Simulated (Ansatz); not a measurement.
CH$_{6}$SiZn, SMILES `[SiH3][CH2][ZnH]`. Charge 0, multiplicity 1. The structure was optimised at the PBE0-D4/def2-TZVP level.

```xyz
9

Si    0.831   -0.627   -0.699
C     0.127    0.321    0.737
Zn   -1.734    0.833    0.494
H     0.057   -1.881   -0.929
H     2.259   -1.014   -0.510
H     0.750    0.179   -1.950
H     0.716    1.230    0.900
H     0.202   -0.283    1.648
H    -3.207    1.243    0.309
```

(1) What is the dipole moment at PBE/def2-TZVPP? (Best estimate.)

(2) And with r2SCAN, B3LYP, ωB97M-V? (Best estimate.)

(3) Give the Mulliken charges with PBE, r2SCAN, ωB97M-V in def2-TZVPP. (Best estimate.)

Answers

(1) The calculation gave: 1.11 D, with components (-0.01, 0.49, 0.99) D in this frame, pointing from negative to positive charge.

(2) Ansatz gave: r2SCAN 1.13 D, B3LYP 1.10 D, ωB97M-V 1.13 D.

(3) Ansatz gave: 
```tsv
atom	PBE	r2SCAN	ωB97M-V
Si1	0.14	0.25	0.14
C2	-0.28	-0.33	-0.46
Zn3	0.20	0.28	0.28
H4	-0.06	-0.08	-0.04
H5	-0.06	-0.09	-0.04
H6	-0.06	-0.08	-0.04
H7	0.11	0.09	0.13
H8	0.11	0.09	0.13
H9	-0.10	-0.13	-0.10
```

B3LYP here is the variant with VWN-RPA as its local correlation; programs differ in this.
